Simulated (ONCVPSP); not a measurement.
# Before and after: ONCV potential for La (Z = 57)

lanthanum (La), optimised norm-conserving Vanderbilt (ONCV), made with ONCVPSP 4.0.1 (PBE, scalar-relativistic). Core [Kr], reference 4d10 5s2 5p6 5d1 6s1 6p1. Waves: 5s+6s: rc 2.80 bohr, ncon 4, nbas 7, qcut 5.1 1/bohr, 2 projectors; 5p+6p: rc 2.45 bohr, ncon 3, nbas 8, qcut 6.6 1/bohr, 2 projectors; 4d+5d: rc 1.05 bohr, ncon 4, nbas 8, qcut 14.9 1/bohr, 2 projectors; f scattering state at 0.1 Ha: rc 2.85 bohr, ncon 4, nbas 8, qcut 4.5 1/bohr, 2 projectors, debl 2.7 Ha. Local part: polynomial inside 0.70 bohr (lpopt 4, dvloc0 1 Ha). Core correction: none.

In the f channel the program set the typed energies aside and used -0.200, 2.500 Ha.

All-electron outer shells of the reference configuration (PBE, scalar-relativistic, ld1.x):

| shell | level (eV) | outermost node (bohr) | outermost maximum (bohr) |
| --- | --- | --- | --- |
| 4p | -201.12 | 0.34 | 0.63 |
| 4d | -104.97 | 0.32 | 0.68 |
| 5s | -40.03 | 0.77 | 1.41 |
| 5p | -23.49 | 0.83 | 1.58 |
| 6s | -4.28 | 1.86 | 3.79 |
| 5d | -3.96 | 0.95 | 2.19 |
| 6p | -1.86 | 2.20 | 4.93 |

Change: s: qcut 6; p: qcut 7.8; d: qcut 17.7; f: qcut 5.3.

Cutoffs: the cutoffs (Ha) at which the residual kinetic energy of the hardest occupied pseudo-wave falls to 1 and 0.1 mHa per electron; they do not see the model core or the augmentation charge, which bear on the density cutoff. Errors are all-electron minus pseudo energies relative to the spin-unpolarised reference configuration.

Task: What does the change do?

Result: The potential gets harder (76 Ha and 88 Ha → 84 Ha and 100 Ha); both files keep a bound ghost (p, s); of the 4 tests that both files solve, the error grows in 1 and shrinks in 0 by more than 15 % and 0.3 meV (median size 1.2 → 1.9 meV).

```csv
quantity,base,changed
"cutoff, loose",76 Ha,84 Ha
"cutoff, tight",88 Ha,100 Ha
loose cutoff by channel,"s 7.2 Ha, p 12 Ha, d 76 Ha","s 9.7 Ha, p 16 Ha, d 84 Ha"
bound ghosts,"s, p","s, p"
GHOST(+) flags under 300 eV,s at 77.5 eV,"f at 48.5 eV, s at 105.0 eV"
"error for 4d10 5s2 5p6 5d1 6s2 6p0, meV [ΔE -2.38 eV]",-0.3,-0.1
"error for 4d10 5s2 5p6 5d1 6s1 6p0, meV [ΔE 3.59 eV]",-0.8,-0.8
"error for 4d10 5s2 5p6 5d1 6s0 6p0, meV [ΔE 14.48 eV]",-3.4,-3.0
"error for 4d10 5s2 5p6 5d0 6s0 6p0, meV [ΔE 33.43 eV]",-1.6,-3.6
s: phases at 2.84 bohr within 0.05 rad from the reference energy up to (Ha; the scan ends near 5),2.2,2.7
p: phases at 2.49 bohr within 0.05 rad from the reference energy up to (Ha; the scan ends near 5),to the end of the scan,to the end of the scan
d: phases at 1.06 bohr within 0.05 rad from the reference energy up to (Ha; the scan ends near 5),to the end of the scan,to the end of the scan
f: phases at 2.89 bohr within 0.05 rad from the reference energy up to (Ha; the scan ends near 5),0.3,0.2
```

 A true bound ghost makes a file unfit for plane-wave use even where its test errors are small: the radial tests pick states by their node count and pass the ghost by.
